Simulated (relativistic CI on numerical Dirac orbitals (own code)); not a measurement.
# Hyperfine structure of Pb⁹⁺, mass number 207

Computed by Dirac-Coulomb-Breit CI, orbitals from a KLI potential per configuration, QED by a radiative potential, unscaled Slater integrals (own radial code, finite nucleus).

CI space (outside the closed core [Kr] 4d10 4f14): 5s²5p⁶5d⁵, 5s²5p⁶5d⁴6s, 5s²5p⁶5d⁴5f, 5s²5p⁵5d⁶, 5s²5p⁶5d⁴6p, 5s²5p⁶5d³6s6p, 5s²5p⁶5d³5f6s, 5s5p⁶5d⁶, 5s²5p⁶5d⁴7s, 5s²5p⁶5d³6s², 5s²5p⁶5d²5f6s², 5s²5p⁶5d²6s²6p, 5s²5p⁶5d²6s²7s, 5p⁶5d⁷, 5p⁵5d⁸. Double excitations out of closed p, d and f shells are left out; levels of such configurations are missing from the list, as are those of other unlisted configurations, and high levels can miss mixing partners.

Nuclear spin I = 1/2, μ = 0.5906 μN (tables of Stone and Pyykkö). The electronic factors are computed for point nuclear moments, without core polarisation or the Bohr-Weisskopf and QED corrections.

```tsv
Level	E (eV)	A (MHz)
5s²5p⁶5d⁵ ⁴G7/2	4.5324	2390
5s²5p⁶5d⁵ ⁴G11/2	4.8830	2842
5s²5p⁶5d⁵ ⁴G9/2	5.2540	2562
5s²5p⁶5d⁵ ⁴P1/2	5.5699	-634.7
5s²5p⁶5d⁵ ²I11/2	7.6095	2987
5s²5p⁶5d⁵ ⁴D1/2	7.8206	6163
```

Levels with J = 0, under 50 % of one LS term, or S terms without an open s electron are left out. Small factors come from cancelling terms and can be off by tens of per cent or more.

At this charge energies of transitions that change n are usually good to better than 1 %, and those within a shell (Δn = 0) to a few per cent. Terms inside the open d or f shell come out 10 to 20 % too wide with unscaled integrals. Levels and lines within the n = 5 or 6 shells can be off by up to 10 % or somewhat more, and those that change n by about 2 %, since core polarisation is missing.

(1) Give the hyperfine levels of 5s²5p⁶5d⁵ ⁴G7/2 relative to its centre of gravity.

Results:

(1) With K = F(F + 1) − I(I + 1) − J(J + 1), E = AK/2: F = 3: -5376, F = 4: 4182 MHz.

LS names give the leading component of a level, which can be under half, so a name can repeat, a term be missing and a line seem to break the LS rules.
